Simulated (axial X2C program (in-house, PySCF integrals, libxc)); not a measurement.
## Worked dissociation energy of BeAu⁻: HF, with spin–orbit coupling

Computed with an axial X2C code built on PySCF integrals. Two-component (2c) means X2C with spin–orbit coupling and atomic mean-field two-electron Coulomb and Gaunt terms. Basis: Au dyall-acv3z [14s15p10d6f4g], Be dyall-av3z [9s9p4d2f] (cores contracted in-house); Gaussian nuclei, density fitting, unrestricted open shells. Masses: Au 196.967 u, Be 9.012 u.

Molecular state: Ω = 0 (closed shell).

* E(Au-) (2M_J = 0): -19011.441237 hartree
* E(Be) (2M_J = 0): -14.575174 hartree
* E(BeAu⁻) at Re: -19026.040747 hartree
* ωe: 331.5 cm⁻¹
* ωexe: 5.84 cm⁻¹

(1) Work out De and D0.

Occupations by symmetry block were frozen at the best pattern of an incomplete PBE0 search. De is counted from the lowest determinant-based energies of the atoms at the same level, without counterpoise correction. Hartree–Fock gets electron affinities wrong, so its lowest charge split need not be the true one.

Hartree–Fock lacks correlation and underbinds, often by eV.

Each atomic determinant is the lowest at this level and need not be a pure J level. Totals compare only within one Hamiltonian and basis.

## Answers

(1) De = -19011.441237 + (-14.575174) − (-19026.040747) = 0.02434 hartree = 0.662 eV. The zero-point energy is ωe/2 − ωexe/4 = 164 cm⁻¹ = 0.020 eV, so D0 = 0.642 eV.
